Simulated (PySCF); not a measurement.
Removal energies of Cs- from EOM-IP-GCCSD

Reference: closed-shell Cs-, [Xe] 6s2; one electron is removed. Calculated with PySCF 2.14, two-component X2C-1e with screened spin-orbit coupling, x2c-TZVPPall-2c with one added diffuse shell each of s, p, d type (12s12p10d2f1g, 121 functions); frozen [Kr]; the 24 highest virtual spinors dropped; of the others 110 kept and the rest restored at second order. No Breit or QED terms. Binding energies in eV.

```
level  Koopmans  second order  EOM-CCSD  experiment
5s1/2    32.567        26.085    27.853         n/a
5p1/2    16.733        15.061    15.196         n/a
5p3/2    14.891        13.435    13.615         n/a
6s1/2     0.163         0.579     0.539       0.472
```

In EOM-CCSD the overlap with the one-orbital guess is low for 5s1/2 (weight 0.65). That can mean mixing with two-hole, one-particle states, where second order and EOM-CCSD lose accuracy, or only a rotation among the degenerate components of the shell; the terms of those configurations are not listed.

Where second order misses EOM-CCSD by more than 1 eV, it overshoots the relaxation and correlation of that hole or particle, which higher orders damp.
